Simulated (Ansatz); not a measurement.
BGeH5S: where a starting geometry ends

The starting geometry of this gas-phase singlet was optimised with GFN2-xTB.

| atom | x (Å) | y (Å) | z (Å) |
| --- | --- | --- | --- |
| B | 0.2099 | -0.5396 | 1.2905 |
| Ge | 1.0192 | 0.7212 | -0.6879 |
| S | -0.9479 | 0.7876 | -1.7617 |
| H | -0.8992 | -0.8947 | 1.4551 |
| H | 0.6033 | -0.9896 | 0.1595 |
| H | -0.4726 | 1.5331 | -2.7591 |
| H | 0.2084 | 0.7225 | 1.1332 |
| H | 1.0315 | -0.8116 | 2.0905 |

Predict what becomes of its bonds when it is optimised with PBE-D3(BJ)/def2-SVP.

New bonds form, giving a structure with H5 bridging B1 and Ge2, H7 bridging B1 and Ge2, given below by its coordinates. Contacts that close: B1–Ge2 (2.48 → 2.28 Å), Ge2–H5 (1.95 → 1.85 Å), Ge2–H7 (1.99 → 1.85 Å).

The energy falls by 0.22 eV over 8 steps:

```csv
step,E − E(last) (eV)
1,0.218
2,0.038
3,0.016
4,0.002
5,0.001
6,0.000
7,0.000
8,0.000
```

Final geometry (Å):

| atom | x (Å) | y (Å) | z (Å) |
| --- | --- | --- | --- |
| B | 0.2187 | -0.5234 | 1.2451 |
| Ge | 0.9852 | 0.6450 | -0.5517 |
| S | -0.9641 | 0.8151 | -1.7142 |
| H | -0.8948 | -0.9379 | 1.5147 |
| H | 0.5048 | -1.0258 | 0.0866 |
| H | -0.3416 | 1.5094 | -2.7090 |
| H | 0.0792 | 0.7505 | 1.0601 |
| H | 1.1651 | -0.7041 | 1.9887 |

The end wasn't checked by frequencies. Run with Ansatz 0.2.0, 6.6 s on 2 threads of Intel(R) Xeon(R) 6975P-C (Granite Rapids), with other jobs on the host.
